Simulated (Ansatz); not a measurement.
CeF3⁺. Total charge 1; triplet. Geometry PBE-D4/def2-SVP, that of the neutral doublet; atoms count from 1.

```xyz
4

Ce   -0.3263    0.2428    0.3530
F    -1.3876   -0.3642   -1.3063
F     0.5535   -1.4125    1.2097
F     1.1604    1.5338   -0.2563
```

In the def2 sets Ce takes a core potential; there is no spin–orbit coupling. With an open 4f shell the SCF may have ended on a state above the lowest. At PBE0-D4/def2-TZVP a singlet of charge 1 lies 2.80 eV below the triplet at the same geometry.

(1) Estimate the Mulliken populations from the PBE0/def2-TZVP orbitals of Ansatz.

(2) Where does the spin sit?

(3) And the Mayer bond orders between heavy atoms (over 0.3)?

## Answers

(1) 
| atom | charge (e) | spin (α − β) | d electrons |
| --- | --- | --- | --- |
| Ce1 | 1.67 | 0.98 | 10.85 |
| F2 | -0.22 | 0.35 | – |
| F3 | -0.24 | 0.31 | – |
| F4 | -0.22 | 0.35 | – |
Mulliken values depend strongly on the basis.

(2) Summed by element: Ce 0.98, F 1.02, of 2 unpaired in all. Largest on single atoms: Ce1 0.98, F4 0.35, F2 0.35.

(3) Ce1–F2 0.77 (2.06 Å); Ce1–F3 0.82 (2.06 Å); Ce1–F4 0.77 (2.06 Å).
